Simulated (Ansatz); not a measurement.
Ligand exchange: CHBr3 + BH2I → CHBr2I + BH2Br

Species: CHBr3 (bromoform) `BrC(Br)Br`, singlet; BH2I `BI`, singlet; CHBr2I (dibromoiodomethane) `BrC(Br)I`, singlet; BH2Br `BBr`, singlet. The partners trade Br for I: C–Br and B–I bonds give way to C–I and B–Br.

Shapes, held fixed at every level: PBE0-D4/def2-TZVP. Programs: Ansatz 0.2.0. The zero-point and thermal change to 298 K, harmonic and unscaled (PBE0-D4/def2-TZVP), is +0.4 kJ/mol.

```tsv
level	kind	ΔH(298 K) (kJ/mol)	less CCSD(T)/def2-TZVPP	CPU time (sum over the molecules)
HF/def2-TZVPP	Hartree–Fock	-22.0	+0.3	–
r2SCAN-D4/def2-TZVPP	meta-GGA	-21.2	+1.1	49 s
B3LYP-D4/def2-TZVPP	global hybrid	-24.0	-1.7	44 s
wB97M-V/def2-TZVPP	range-separated hybrid	-23.4	-1.1	1.9 min
B2PLYP/def2-TZVPP	double hybrid	-23.1	-0.8	52 s
CCSD(T)/def2-SVP	coupled cluster or CI	-23.1	-0.8	62 s
CCSD/def2-SVP	coupled cluster or CI	-23.2	-0.9	–
CCSD(T)/def2-TZVPP	coupled cluster or CI	-22.3	0.0	12 min
```

The highest level, CCSD(T)/def2-TZVPP, gives ΔH(298 K) = -22.3 kJ/mol; the levels span -24.0 to -21.2. The column of differences is taken from that level and isn't an error. No measured value is set beside it here. For atoms past krypton def2 sets carry core potentials with scalar relativity. Relativity is left out for Br. Outer-core shells of Br, I are correlated in most correlated rows, in sets that cover them unevenly. Times are processor times on shared x86 and Arm servers, and rough.
